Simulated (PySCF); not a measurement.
Estimate the missing entries of this data sheet.

Compound: C5H3NS2.
SMILES: `N#CSc1cccs1`

Conformer (atom-mapped SMILES and torsion angles): `[N:1]#[C:2][S:3][c:4]1[cH:5][cH:6][cH:7][s:8]1`: C2–S3–C4–C5 -8°.

```tsv
property	level	value
rotational constants A, B, C	PBE0-D3(BJ)/def2-SVP	3.494, 1.009, 0.785 GHz
dipole moment	B3LYP/def2-SVPD	3.73 D
HOMO energy	B3LYP/def2-SVPD	-6.69 eV
LUMO energy	B3LYP/def2-SVPD	-1.39 eV
lowest singlet excitation	TDDFT B3LYP/def2-SVPD	4.22 eV (294 nm, f = 0.000)
strongest line among the 10 lowest singlet transitions	TDDFT B3LYP/def2-SVPD	S2 at 4.87 eV (254 nm, f = 0.200)
lowest triplet excitation (Tamm–Dancoff)	TDA B3LYP/def2-SVPD	3.43 eV
static isotropic polarisability	B3LYP/def2-SVPD	?
vertical ionisation energy	ΔSCF B3LYP/def2-SVPD	?
electronic spatial extent ⟨r²⟩ about the centre of nuclear charge	B3LYP/def2-SVPD	1342 bohr²
13C chemical shifts (computed TMS as zero) by class	GIAO KT2/pcSseg-2	126.5 (1 C), 126.2 (1 C), 126.2 (1 C), 125.3 (1 C), 104.1 (1 C) ppm
1H chemical shifts (computed TMS as zero) by class	GIAO KT2/pcSseg-2	?
isotropic shieldings of nuclei other than C and H, by class	GIAO KT2/pcSseg-2	-75 (1 N), 281 (1 S), 460 (1 S) ppm
```

Electronic properties: PySCF, gas phase, density fitting. The structure is a single PBE0-D3(BJ)/def2-SVP conformer in the gas phase; no vibrational or solvent corrections.

Question: What is the vertical ionisation energy?

Answer: 8.63 eV.

Question: Give the static isotropic polarisability.

Answer: 99.4 au.

Question: What are the 1H chemical shifts (computed TMS as zero) by class?

Answer: 7.37 (1 H), 7.25 (1 H), 7.14 (1 H) ppm.

The ΔSCF ionisation energy exceeds −ε(HOMO) by 1.94 eV with B3LYP. The principal polarisabilities are 60.2, 102.3 and 135.7 au; their mean is the isotropic value. In atomic units the dipole is 1.47 e·bohr (1 au = 2.5417 D).
